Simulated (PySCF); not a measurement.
C2H2BF2N, SMILES N1=CB([C@@H]1F)F.

Geometry optimised at PBE-D3(BJ)/def2-SVP. The structure was generated by enumeration; whether it is a known compound was not checked.

The numbers are results of PBE-D3(BJ)/def2-SVP (PySCF), not measurements.

Frequencies are harmonic and unscaled.

```json
[
 {"mode": "1", "ν (cm⁻¹)": "154", "IR (km/mol)": "12.6", "moving atoms (share of kinetic energy)": "F 46 %, N 25 %, C 13 %, B 11 %"},
 {"mode": "2", "ν (cm⁻¹)": "200", "IR (km/mol)": "0.2", "moving atoms (share of kinetic energy)": "F 70 %, N 15 %, C 12 %"},
 {"mode": "3", "ν (cm⁻¹)": "368", "IR (km/mol)": "3.0", "moving atoms (share of kinetic energy)": "F 28 %, C 26 %, B 17 %, N 15 %, H 13 %"},
 {"mode": "4", "ν (cm⁻¹)": "470", "IR (km/mol)": "6.7", "moving atoms (share of kinetic energy)": "C 26 %, N 26 %, F 23 %, B 13 %, H 11 %"},
 {"mode": "5", "ν (cm⁻¹)": "578", "IR (km/mol)": "6.7", "moving atoms (share of kinetic energy)": "F 37 %, C 35 %, N 13 %, B 8 %"},
 {"mode": "6", "ν (cm⁻¹)": "659", "IR (km/mol)": "9.7", "moving atoms (share of kinetic energy)": "B 59 %, F 18 %, C 12 %"},
 {"mode": "7", "ν (cm⁻¹)": "797", "IR (km/mol)": "60.3", "moving atoms (share of kinetic energy)": "C 43 %, H 22 %, F 17 %, B 9 %, N 9 %"},
 {"mode": "8", "ν (cm⁻¹)": "855", "IR (km/mol)": "14.1", "moving atoms (share of kinetic energy)": "C 40 %, N 31 %, H 23 %"},
 {"mode": "9", "ν (cm⁻¹)": "920", "IR (km/mol)": "14.1", "moving atoms (share of kinetic energy)": "H 53 %, C 40 %"},
 {"mode": "10", "ν (cm⁻¹)": "985", "IR (km/mol)": "54.4", "moving atoms (share of kinetic energy)": "B 46 %, H 28 %, C 17 %"},
 {"mode": "11", "ν (cm⁻¹)": "1086", "IR (km/mol)": "66.1", "moving atoms (share of kinetic energy)": "H 59 %, C 26 %, F 11 %"},
 {"mode": "12", "ν (cm⁻¹)": "1162", "IR (km/mol)": "59.2", "moving atoms (share of kinetic energy)": "C 45 %, H 30 %, F 18 %"},
 {"mode": "13", "ν (cm⁻¹)": "1216", "IR (km/mol)": "25.9", "moving atoms (share of kinetic energy)": "H 53 %, C 24 %, B 10 %, N 9 %"},
 {"mode": "14", "ν (cm⁻¹)": "1312", "IR (km/mol)": "44.0", "moving atoms (share of kinetic energy)": "H 75 %, C 18 %"},
 {"mode": "15", "ν (cm⁻¹)": "1449", "IR (km/mol)": "272.1", "moving atoms (share of kinetic energy)": "B 61 %, C 17 %, F 15 %"},
 {"mode": "16", "ν (cm⁻¹)": "1510", "IR (km/mol)": "21.3", "moving atoms (share of kinetic energy)": "C 49 %, N 42 %"},
 {"mode": "17", "ν (cm⁻¹)": "3020", "IR (km/mol)": "11.6", "moving atoms (share of kinetic energy)": "H 92 %"},
 {"mode": "18", "ν (cm⁻¹)": "3109", "IR (km/mol)": "5.3", "moving atoms (share of kinetic energy)": "H 91 %, C 9 %"}
]
```
